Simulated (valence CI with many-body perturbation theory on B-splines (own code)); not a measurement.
Au73+: E2, E3, M1, M2 decay

Level of theory: valence CI with perturbative core correlation (CI+MBPT): four valence electrons over a frozen Dirac-Fock core [He], radial functions for each j: 11 s, 11 p, 10 d, 8 f, 5 g, 2 h, with the one-electron correlation potential Σ1 (screened to all orders), the two-electron term Σ2, the three-electron term Σ3, Breit, model QED; selected single and double excitations, second order for the rest, scaled by the run's own slope (own B-spline code, finite nucleus).

The last digits are not significant, and no measured levels were compared; by estimate large intervals hold to a few tenths of a per cent, small ones and those within an open d or f shell to about a per cent. Among the levels kept, up to 1300 cm⁻¹ of a level comes from second order outside the variational space, and about a tenth of that is noise between levels of different J, which matters for small intervals.

Lines 1 to 50 of 94 in falling wavelength, among levels below 17345 eV, chosen from the decays that carry over 1 % of a level's rate. Wavelengths and rates use the calculated energies. Electric multipoles are in the length gauge, E1 and E2 with the static RPA response of the core. Weak lines are less certain than strong ones. Lines between different terms over intervals too small for the method are left out, as are lines whose strength nearly cancels. The highest levels of a list are the least certain.

Levels are named by their leading jj configuration (3d3/2^4 stands for four electrons in 3d with j = 3/2), which in mixed levels can hold well under half, so a name can repeat and another be missing. Letters in brackets count levels of one name in rising energy.

```
λ vac (nm)                           Upper                       Lower  Type   A (s⁻¹)  Branch %
    0.6471          (2s^2 2p1/2 2p3/2) J=1          (2s^2 2p1/2^2) J=0    M1  4.25e+10     100.0
    0.6410          (2s^2 2p1/2 2p3/2) J=2          (2s^2 2p1/2^2) J=0    E2  2.98e+08     100.0
    0.6374              (2s^2 2p3/2^2) J=2      (2s^2 2p1/2 2p3/2) J=2    M1  3.31e+10      19.2
    0.6365          (2s^2 2p3/2 3d5/2) J=4      (2s^2 2p1/2 3d5/2) J=3    M1  3.03e+10       3.5
    0.6315              (2s^2 2p3/2^2) J=2      (2s^2 2p1/2 2p3/2) J=1    M1  3.29e+10      19.1
    0.6100              (2s^2 2p3/2^2) J=0      (2s^2 2p1/2 2p3/2) J=1    M1  7.14e+10      37.9
    0.1212          (2s 2p1/2^2 3p1/2) J=0      (2s 2p1/2^2 2p3/2) J=1    M1  1.13e+11       1.5
    0.1203          (2s^2 2p3/2 3p1/2) J=2          (2s^2 2p3/2^2) J=0    E2  8.32e+11       8.5
    0.1201          (2s^2 2p1/2 3p1/2) J=1      (2s^2 2p1/2 2p3/2) J=2    E2  2.19e+12      42.9
    0.1201          (2s^2 2p1/2 3p1/2) J=1      (2s^2 2p1/2 2p3/2) J=2    M1  9.61e+10       1.9
    0.1201          (2s 2p1/2^2 3p1/2) J=0      (2s 2p1/2^2 2p3/2) J=2    E2  4.34e+12      56.1
    0.1199          (2s^2 2p1/2 3p1/2) J=1      (2s^2 2p1/2 2p3/2) J=1    E2  2.19e+12      42.8
    0.1195          (2s^2 2p3/2 3p1/2) J=1          (2s^2 2p3/2^2) J=2    E2  2.21e+12      19.8
    0.1195          (2s^2 2p3/2 3p1/2) J=2          (2s^2 2p3/2^2) J=2    E2  3.05e+12      31.3
    0.1195          (2s^2 2p1/2 3p1/2) J=0      (2s^2 2p1/2 2p3/2) J=2    E2  4.32e+12      47.2
    0.1193          (2s^2 2p1/2 3p1/2) J=0      (2s^2 2p1/2 2p3/2) J=1    M1  1.11e+11       1.2
    0.1190          (2s 2p3/2^2 3p1/2) J=0            (2s 2p3/2^3) J=2    E2  2.31e+12      10.6
    0.1154          (2s^2 2p3/2 3d5/2) J=4  (2s 2p1/2 2p3/2^2) J=2 [b]    E2  1.86e+10       2.2
    0.1150      (2s 2p1/2 2p3/2 3p3/2) J=4  (2s 2p1/2 2p3/2^2) J=2 [b]    E2  1.53e+11       2.4
    0.1143          (2s 2p3/2^2 3p3/2) J=4            (2s 2p3/2^3) J=2    E2  8.09e+11       7.0
    0.1143          (2s^2 2p3/2 3d5/2) J=4      (2s 2p1/2 2p3/2^2) J=3    E2  1.38e+11      16.0
    0.1140      (2s 2p3/2^2 3p3/2) J=2 [b]            (2s 2p3/2^3) J=1    E2  1.10e+12       1.1
    0.1139      (2s 2p1/2 2p3/2 3p3/2) J=4      (2s 2p1/2 2p3/2^2) J=3    E2  1.26e+12      19.8
    0.1139  (2s 2p1/2 2p3/2 3p3/2) J=0 [b]  (2s 2p1/2 2p3/2^2) J=2 [b]    E2  2.44e+12       6.5
    0.1139  (2s 2p1/2 2p3/2 3p3/2) J=3 [a]  (2s 2p1/2 2p3/2^2) J=2 [a]    E2  1.37e+12       2.0
    0.1139          (2s^2 2p3/2 3p3/2) J=2          (2s^2 2p3/2^2) J=0    E2  8.85e+11       5.5
    0.1138          (2s^2 2p3/2 3d5/2) J=4  (2s 2p1/2 2p3/2^2) J=2 [a]    E2  8.89e+09       1.0
    0.1138  (2s 2p1/2 2p3/2 3p3/2) J=1 [d]  (2s 2p1/2 2p3/2^2) J=2 [b]    E2  1.39e+12       2.0
    0.1137  (2s 2p1/2 2p3/2 3p3/2) J=1 [d]  (2s 2p1/2 2p3/2^2) J=1 [a]    E2  1.23e+12       1.8
    0.1136          (2s 2p1/2^2 3p3/2) J=2      (2s 2p1/2^2 2p3/2) J=2    E2  1.49e+12       2.3
    0.1136          (2s^2 2p1/2 3p3/2) J=2      (2s^2 2p1/2 2p3/2) J=2    E2  1.52e+12      18.2
    0.1136          (2s^2 2p1/2 3p3/2) J=1      (2s^2 2p1/2 2p3/2) J=2    E2  1.10e+12      17.0
    0.1135          (2s^2 2p3/2 3p3/2) J=3          (2s^2 2p3/2^2) J=2    E2  1.73e+12      12.0
    0.1135          (2s^2 2p3/2 3p3/2) J=1          (2s^2 2p3/2^2) J=2    E2  1.74e+12      10.2
    0.1134      (2s 2p1/2 2p3/2 3p3/2) J=4  (2s 2p1/2 2p3/2^2) J=2 [a]    E2  8.13e+10       1.3
    0.1134          (2s^2 2p1/2 3p3/2) J=2      (2s^2 2p1/2 2p3/2) J=1    E2  6.62e+11       8.0
    0.1134          (2s^2 2p1/2 3p3/2) J=1      (2s^2 2p1/2 2p3/2) J=1    E2  1.10e+12      17.0
    0.1131          (2s 2p3/2^2 3p3/2) J=0            (2s 2p3/2^3) J=2    E2  8.95e+11       2.0
    0.1128          (2s^2 2p3/2 3p3/2) J=0          (2s^2 2p3/2^2) J=2    E2  4.45e+12      22.7
    0.1127  (2s 2p1/2 2p3/2 3p3/2) J=1 [d]      (2s 2p1/2 2p3/2^2) J=3    E2  7.80e+11       1.2
    0.1123  (2s 2p1/2 2p3/2 3p3/2) J=0 [b]  (2s 2p1/2 2p3/2^2) J=2 [a]    E2  5.97e+11       1.6
    0.1119          (2s 2p3/2^2 3d5/2) J=4            (2s 2p3/2^3) J=2    M2  2.19e+11       1.7
    0.1116      (2s 2p1/2 2p3/2 3d5/2) J=5      (2s 2p1/2 2p3/2^2) J=3    M2  1.36e+11      52.6
    0.1116      (2s 2p1/2 2p3/2 3d5/2) J=5      (2s 2p1/2 2p3/2^2) J=3    E3  7.72e+09       3.0
    0.1112          (2s^2 2p3/2 3d5/2) J=4          (2s^2 2p3/2^2) J=2    M2  1.21e+11      14.1
    0.1112          (2s^2 2p3/2 3d5/2) J=4          (2s^2 2p3/2^2) J=2    E3  9.10e+09       1.1
   0.09701          (2s^2 2p3/2 3d5/2) J=4      (2s 2p1/2^2 2p3/2) J=2    E2  1.21e+10       1.4
   0.09673      (2s 2p1/2 2p3/2 3p3/2) J=4      (2s 2p1/2^2 2p3/2) J=2    E2  2.39e+12      37.5
   0.09664          (2s 2p3/2^2 3p3/2) J=4      (2s 2p1/2 2p3/2^2) J=3    E2  9.96e+11       8.7
   0.09657  (2s 2p1/2 2p3/2 3p3/2) J=1 [d]      (2s 2p1/2^2 2p3/2) J=1    E2  1.32e+12       2.0
```
